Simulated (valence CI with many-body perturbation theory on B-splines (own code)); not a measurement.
# Tl XLIII: what the settings do

Calculated by configuration interaction combined with many-body perturbation theory (CI+MBPT): three valence electrons over a frozen Dirac-Fock core [Kr], radial functions for each j: 6 s, 6 p, 5 d, 5 f, 1 g, with the one-electron correlation potential Σ1 (screened to all orders), the two-electron term Σ2, the three-electron term Σ3, Breit, model QED; selected single and double excitations, second order for the rest, scaled by the run's own slope (own B-spline code, finite nucleus).

The last digits are not significant, and no measured levels were compared; by estimate large intervals hold to a few tenths of a per cent, small ones and those within an open d or f shell to about a per cent. Only levels of the ground parity were solved; by the run's estimate the other parity begins above the list, which can be wrong where configurations are misplaced.

The reference run has the lowest level (4d3/2^3) J=3/2 and an ionisation energy of 2076.26 eV. Its largest variational space holds 2406 state functions.

Levels are named by their leading jj configuration (3d3/2^4 stands for four electrons in 3d with j = 3/2), which in mixed levels can hold well under half, so a name can repeat and another be missing. Letters in brackets count levels of one name in rising energy.

Changed runs:
A. three-electron term on → off
B. size limit of the variational space 10000 → 1500
C. screening of Σ1 on → off
D. highest l in the core sums 6 → 2 (bad on purpose)

Excitation energies of the reference run in cm⁻¹, and shifts in cm⁻¹:

```csv
Level,Reference,A,B,C,D
(4d3/2^2 4d5/2) J=5/2 [a],211218,-160,-0.1,+250,+3530
(4d3/2^2 4d5/2) J=3/2,232117,-513,-0.1,+245,+2156
(4d3/2^2 4d5/2) J=7/2,248517,+165,-0.1,+254,+4971
(4d3/2^2 4d5/2) J=9/2,249864,+18,0,+250,+7194
(4d3/2^2 4d5/2) J=1/2,251376,-509,0,+246,+1099
(4d3/2^2 4d5/2) J=5/2 [b],330902,+414,0,+256,+349
(4d3/2 4d5/2^2) J=7/2 [a],455114,-56,0,+494,+5436
(4d3/2 4d5/2^2) J=9/2,472717,-171,0,+500,+7362
(4d3/2 4d5/2^2) J=3/2 [a],487803,+179,0,+494,+1324
(4d3/2 4d5/2^2) J=1/2,498499,-485,0,+495,+1000
(4d3/2 4d5/2^2) J=5/2 [a],502624,+512,-0.1,+487,+3474
(4d3/2 4d5/2^2) J=11/2,507342,+17,0,+499,+10262
Ionisation energy (eV),2076.26,-0.00083,0,+0.21,-1.50
```
